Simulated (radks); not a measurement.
Problem. The potassium ion K9+, [Ne]. Method: non-relativistic Kohn-Sham, r2SCAN, spin-polarised, spherical densities, point nucleus; meta-GGA in the generalised Kohn-Sham scheme; computed with a radial shooting solver on a logarithmic mesh with Libxc functionals. Every spin shell is full or empty, so the densities are truly spherical. Functionals are evaluated on that one density, not self-consistently. Rank these orbital-free kinetic functionals by their error against the exact value of the orbitals, and give that value: Thomas-Fermi, TF + vW, TF + vW/5, APBEK, revAPBEK, Thakkar, LKT, PG1, DePristo-Kress, Ernzerhof.

Solution. Exact: 571.208 hartree. From best to worst, with 100 (|E| - |E exact|)/|E exact| (equal figures are ties): Thakkar +0.28, DePristo-Kress +0.53, APBEK +0.61, Ernzerhof +0.69, revAPBEK +0.98, TF + vW/5 +5.29, Thomas-Fermi -6.88, PG1 +25.62, LKT +31.34, TF + vW +53.96.
